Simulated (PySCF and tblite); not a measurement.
Values are calculated unless marked as measured or tabulated.
C₆H₆O₂S, numbered as in [CH3:1][O:2][C:3](=[O:4])[c:5]1[cH:6][cH:7][cH:8][s:9]1. Level: B3LYP-D3(BJ)/def2-SVP (IEF-PCM, chloroform)//GFN2-xTB, thermal terms from GFN2-xTB, symmetry numbers and mirror pairs counted. Conformers within 3 kcal/mol (GFN2-xTB free energy) were kept, 10 at most. GIAO shieldings: B97-2/pcSseg-1 (IEF-PCM, chloroform). Shifts are against TMS (¹H), TMS (¹³C) at the same level. Codes: tblite and PySCF.

Torsions listed: C1–O2–C3–O4, O2–C3–C5–S9.

| conformer | shape | point group | mirror pair | ΔE(DFT) | Δ(G−E) at 250 K | δ C5 (ppm) |
| --- | --- | --- | --- | --- | --- | --- |
| 1 | 0°, 0° | Cs | no | 0.00 | 0.00 | 138.7 |
| 2 | 0°, 180° | Cs | no | 0.25 | 0.03 | 141.2 |

Energies in kcal/mol; the thermal term leaves out symmetry numbers and mirror images.

**Question.** Work out the weights at 250 K and the ¹³C shift of C5 under fast exchange.

**Answer.** RT = 0.497 kcal/mol. Each conformer gets RT ln(σ/g), with σ the rotational symmetry number and g = 2 for a mirror pair: 1: σ = 1, g = 1, G = 0.00 + 0.00 + 0.00 = 0.00, 0.00 above the lowest, exp(−ΔG/RT) = 1.000; 2: σ = 1, g = 1, G = 0.25 + 0.03 + 0.00 = 0.28, 0.28 above the lowest, exp(−ΔG/RT) = 0.573. The sum is 1.573, so the weights are 63.6, 36.4 %. The averaged shift is 139.6 ppm. At 298.15 K it is 139.7 ppm. At 298.15 K the leading conformer alone gives 138.7 ppm and bare DFT energies give 139.7 ppm.

The minima are those of GFN2-xTB; planar forms about aryl–S or allylic bonds may be saddles in DFT.


Conformer gaps in def2-SVP on xTB geometries can be 2 kcal/mol too large for S=O, P=O and other polar bonds.